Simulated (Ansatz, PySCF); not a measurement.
Molecule: sum formula H$_{2}$SiO$_{2}$Cl$_{2}$, net charge 0, singlet state. 
Geometry from a B3LYP-D3(BJ)/def2-TZVP (Ansatz, a program for electronic structure) optimisation:
```xyz
7

Si     0.3365     0.0750    -0.0932
Cl    -0.4038    -0.2838     1.7900
Cl    -1.1959    -0.1068    -1.4220
O      1.0056     1.5567    -0.1249
O      1.4524    -1.0180    -0.5192
H      0.5241     2.2945     0.2587
H      2.2954    -1.0141    -0.0566
```

Property: atomisation energy (electronic, to ground-state atoms); the coupled-cluster value holds the core correlation from cc-pwCVTZ, in kcal/mol. Correlated levels leave the core frozen unless marked. UHF or UKS for open shells. Spin-orbit coupling is left out. No relativistic terms. Basis-set limits of correlation are two-point, X^-3; Hartree-Fock from the larger set.

Level to compare with: CCSD(T)/CBS(cc-pV(T+d)Z,cc-pV(Q+d)Z) plus the core term (Ansatz), 649.5 kcal/mol. It is a level with limits of its own, and the differences hold the functionals' basis error too.

Question: Rank these functionals by how close they come to CCSD(T)/CBS(cc-pV(T+d)Z,cc-pV(Q+d)Z), closest first: LC-wPBE/def2-TZVPD (Ansatz); TPSSh/def2-TZVPD (PySCF); wB97X/def2-TZVPD (Ansatz); M06-2X/def2-TZVPD (PySCF).

Answer: M06-2X/def2-TZVPD (hybrid meta-GGA, 646.3 kcal/mol, difference -3.2), wB97X/def2-TZVPD (range-separated hybrid, 637.2 kcal/mol, difference -12.3), LC-wPBE/def2-TZVPD (range-separated hybrid, 633.6 kcal/mol, difference -15.9), TPSSh/def2-TZVPD (hybrid meta-GGA, 623.9 kcal/mol, difference -25.6)
